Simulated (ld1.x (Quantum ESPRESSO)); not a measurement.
# Cr TM semilocal: all-electron and pseudo phase curves

ld1.x (Quantum ESPRESSO) 7.5 input, shortened:

```
&input
   title='Cr', zed=24., rel=1, dft='PBESOL', iswitch=3,
   config='[Ar] 3d5 4s1 4p0'
 /
 &inputp
   pseudotype=1, tm=.true., lloc=1,
   nlcc=.false.
 /
3
4S  1  0   1.00   0.00  2.15  2.15  0.0
3D  3  2   5.00   0.00  1.45  1.45  0.0
3P  2  1   6.00   0.00  0.80  0.80  0.0
 &test
   configts(1)='3p6 3d5 4s1 4p0'
 /
```

The phase is arctan(r·u′/u) with u = r·R(r), unwrapped; energies in Ry, scanned from -5 to 5 Ry. A pole is an energy at which the radial function vanishes at the test radius. The pseudo phase is shifted by a multiple of π to meet the all-electron one at the reference energy, and phase errors are pseudo minus all-electron; the curves can meet again beyond the range given. Levels narrower than the energy grid can be missing from the lists of poles.

Question: For each channel, where are the poles, and over which energies does the pseudopotential scatter like the atom?

Answer:

```tsv
channel	radius (bohr)	reference energy (Ry)	poles, all-electron	poles, pseudo	unbroken range about the reference energy with phases within 0.05 rad	phase error 1 Ry above the reference energy (rad)
s	2.35	-0.30	3.20	2.52	below 2.1	-0.031
p	2.35	-3.33	-3.26, 4.27	-3.26, 4.23	the whole range	-0.000
d	2.35	-0.22	0.13	0.14	below 1.8	+0.007
```

Phases in the s channel:

```json
{"E (Ry)": "-5.00", "all-electron": "1.391", "pseudo": "1.360"}
{"E (Ry)": "-4.74", "all-electron": "1.374", "pseudo": "1.353"}
{"E (Ry)": "-4.48", "all-electron": "1.362", "pseudo": "1.346"}
{"E (Ry)": "-4.22", "all-electron": "1.351", "pseudo": "1.338"}
{"E (Ry)": "-3.96", "all-electron": "1.340", "pseudo": "1.328"}
{"E (Ry)": "-3.70", "all-electron": "1.329", "pseudo": "1.318"}
{"E (Ry)": "-3.44", "all-electron": "1.316", "pseudo": "1.306"}
{"E (Ry)": "-3.18", "all-electron": "1.302", "pseudo": "1.293"}
{"E (Ry)": "-2.92", "all-electron": "1.287", "pseudo": "1.278"}
{"E (Ry)": "-2.66", "all-electron": "1.268", "pseudo": "1.260"}
{"E (Ry)": "-2.40", "all-electron": "1.247", "pseudo": "1.239"}
{"E (Ry)": "-2.14", "all-electron": "1.221", "pseudo": "1.214"}
{"E (Ry)": "-1.88", "all-electron": "1.190", "pseudo": "1.183"}
{"E (Ry)": "-1.62", "all-electron": "1.150", "pseudo": "1.143"}
{"E (Ry)": "-1.36", "all-electron": "1.098", "pseudo": "1.092"}
{"E (Ry)": "-1.10", "all-electron": "1.027", "pseudo": "1.022"}
{"E (Ry)": "-0.84", "all-electron": "0.927", "pseudo": "0.923"}
{"E (Ry)": "-0.58", "all-electron": "0.776", "pseudo": "0.774"}
{"E (Ry)": "-0.32", "all-electron": "0.537", "pseudo": "0.537"}
{"E (Ry)": "-0.06", "all-electron": "0.166", "pseudo": "0.164"}
{"E (Ry)": "0.20", "all-electron": "-0.303", "pseudo": "-0.317"}
{"E (Ry)": "0.46", "all-electron": "-0.710", "pseudo": "-0.736"}
{"E (Ry)": "0.72", "all-electron": "-0.982", "pseudo": "-1.013"}
{"E (Ry)": "0.98", "all-electron": "-1.153", "pseudo": "-1.187"}
{"E (Ry)": "1.24", "all-electron": "-1.265", "pseudo": "-1.302"}
{"E (Ry)": "1.50", "all-electron": "-1.344", "pseudo": "-1.384"}
{"E (Ry)": "1.76", "all-electron": "-1.402", "pseudo": "-1.445"}
{"E (Ry)": "2.02", "all-electron": "-1.446", "pseudo": "-1.495"}
{"E (Ry)": "2.28", "all-electron": "-1.482", "pseudo": "-1.537"}
{"E (Ry)": "2.54", "all-electron": "-1.512", "pseudo": "-1.574"}
{"E (Ry)": "2.80", "all-electron": "-1.537", "pseudo": "-1.610"}
{"E (Ry)": "3.06", "all-electron": "-1.560", "pseudo": "-1.647"}
{"E (Ry)": "3.32", "all-electron": "-1.580", "pseudo": "-1.687"}
{"E (Ry)": "3.58", "all-electron": "-1.599", "pseudo": "-1.735"}
{"E (Ry)": "3.84", "all-electron": "-1.617", "pseudo": "-1.798"}
{"E (Ry)": "4.10", "all-electron": "-1.634", "pseudo": "-1.891"}
{"E (Ry)": "4.36", "all-electron": "-1.651", "pseudo": "-2.054"}
{"E (Ry)": "4.62", "all-electron": "-1.668", "pseudo": "-2.413"}
{"E (Ry)": "4.88", "all-electron": "-1.686", "pseudo": "-3.232"}
```
